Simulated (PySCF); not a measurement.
Delta-SCF ions had no search for a lower state. Excitations are Tamm–Dancoff values on a coarser integration grid. The basis has no diffuse functions, so Rydberg states are missing or too high.

Z-matrix (Å, degrees):
```
C
C 1 1.3401
F 1 1.3620 2 118.90
H 2 1.0879 1 119.65 3 180.00
H 2 1.0881 4 119.09 1 180.00
C 1 1.4508 2 126.62 4 0.00
C 6 1.3418 1 124.64 2 -180.00
H 7 1.0896 6 121.03 1 180.00
H 7 1.0902 8 117.66 6 180.00
H 6 1.0928 7 120.61 8 0.00
```
Charge 0, spin multiplicity 1.

Problem. What dipole moment, S1 oscillator strength, T1 excitation (TDA), HOMO, total energy, LUMO, S1 excitation (TDA) and vertical ionisation energy (Delta-SCF) does PySCF 2.14.0 with PBE-D3(BJ)/def2-TZVP give?

Solution. 
```json
{
 "dipole_moment": "0.275 e·Å",
 "S1 oscillator strength": "0.444",
 "T1 excitation (TDA)": "3.11 eV",
 "HOMO": "-5.96 eV",
 "total_energy": "-255.0363 Ha",
 "LUMO": "-2.10 eV",
 "S1 excitation (TDA)": "5.78 eV",
 "vertical ionisation energy (Delta-SCF)": "9.01 eV"
}
```
